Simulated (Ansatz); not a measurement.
Basis-set series for C8H16 (`C[C@@H]1CCCC[C@@H]1C`). Charge 0, multiplicity 1. The geometry is a stationary point of PBE0-D4/def2-TZVP.

```csv
functional,basis,functions,energy (Eh),HOMO (eV),LUMO (eV)
PBE0-D4,def2-TZVPP,472,-314.24684,-8.08,1.08
PBE0-D4,def2-QZVPP,936,-314.26430,-8.08,0.66
ωB97M-V,def2-TZVPP,472,-314.43990,-10.35,2.49
ωB97M-V,def2-QZVPP,936,-314.45695,-10.35,1.77
```

(1) Give the rows for def2-SVP. (Best estimate.)

## Answers

(1) Ansatz gave: 
```csv
functional,basis,functions,energy (Eh),HOMO (eV),LUMO (eV)
PBE0-D4,def2-SVP,192,-313.91584,-8.09,1.64
ωB97M-V,def2-SVP,192,-314.08703,-10.35,3.27
```

Positive LUMOs are unbound and depend on the basis.
